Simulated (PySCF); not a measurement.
# Br(3+) (bromine, charge +3) across methods

[Ar] 3d10 4s2 4p2, high-spin 3P determinant. Calculation: PySCF 2.14, in aug-cc-pVTZ-PP with one added diffuse shell each of s, d, f type with ECP10MDF (7s5p5d3f, 68 functions); a scalar-relativistic core potential. The B2PLYP total includes its PT2 part (frozen core); its orbital energies are those of the SCF part.

| method | E (hartree) | mean ε 4s α (eV) | mean ε 4s β (eV) | mean ε 4p α (eV) | Σ⟨r²⟩ (bohr²) | ⟨S²⟩ |
| --- | --- | --- | --- | --- | --- | --- |
| PBE | -414.3026 | -55.027 | -52.688 | -40.704 | 19.61 | 2.001 |
| B2PLYP | -413.9195 | -59.566 | -55.287 | -43.861 | 19.65 | 2.003 |
| LDA | -413.6919 | -55.288 | -53.234 | -40.731 | 19.59 | 2.001 |
| M06 | -414.4170 | -57.300 | -54.958 | -42.231 | 19.53 | 2.001 |
| PBE0 | -414.2727 | -57.352 | -54.038 | -42.393 | 19.60 | 2.002 |
| UHF | -413.08159 | -63.374 | -56.688 | -46.628 | 19.73 | 2.007 |
| r2SCANh | -414.1652 | -56.815 | -53.452 | -41.953 | 19.55 | 2.003 |
| r2SCAN | -414.1640 | -55.997 | -52.936 | -41.356 | 19.54 | 2.003 |
| CAM-B3LYP | -414.2863 | -58.969 | -55.929 | -43.763 | 19.62 | 2.002 |

Energies and moments cover only the electrons outside the core potential.
